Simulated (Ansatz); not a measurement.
Pulling on the Cd1–H2 bond in CdH3N (SMILES [NH2][CdH]) (multiplicity 1 held, fragments rigid). Energies count from the point at 1.656 Å.
Geometry at that point (charge 0, multiplicity 1):
```
atom    x (Å)    y (Å)    z (Å)
----  -------  -------  -------
Cd    -0.1932  -0.0408  -0.2275
H     -1.2093  -0.2364  -1.5204
N      1.1617   0.2684   1.2504
H      1.4991  -0.5755   1.6986
H      0.8497   0.8903   1.9872
```

Signs of static correlation in def2-SVP, with CASSCF(2,2), from Ansatz (a first-principles code) runs.

```tsv
R (Å)	T1 of restricted CCSD	⟨S²⟩ of UHF	largest double amplitude of restricted CCSD	weight of the CASSCF reference in MRCISD	CASSCF natural occupations
1.325	0.015	0.000	0.036	0.908	1.98 0.02
1.490	0.016	0.000	0.035	0.908	1.98 0.02
1.656	0.016	0.000	0.033	0.909	1.97 0.03
1.822	0.017	0.000	0.037	0.909	1.96 0.04
1.987	0.018	0.000	0.038	0.910	1.95 0.05
2.236	0.020	0.000	0.086	0.910	1.92 0.08
2.484	0.023	0.326	0.153	0.911	1.88 0.12
2.898	0.032	0.747	0.272	0.911	1.76 0.24
3.312	0.044	0.910	…	0.911	1.60 0.40
3.809	…	0.981	0.589	0.910	1.39 0.61
4.471	0.074	1.007	0.785	0.910	1.19 0.81
5.299	0.080	1.014	0.918	0.910	1.07 0.93
```

Question: Fill in the missing entries.

Answer: 
- 3.312, largest double amplitude of restricted CCSD: 0.411
- 3.809, T1 of restricted CCSD: 0.060

Doubts at one or more of the structures used: a restricted determinant that unrestricted orbitals would lower (R-CCSD(T)/def2-SVP); other coupled-cluster roots lie near (R-CCSD(T)/def2-SVP); T1 above 0.05 (R-CCSD(T)/def2-SVP); a spin-contaminated determinant (U-CCSD(T)/def2-SVP).
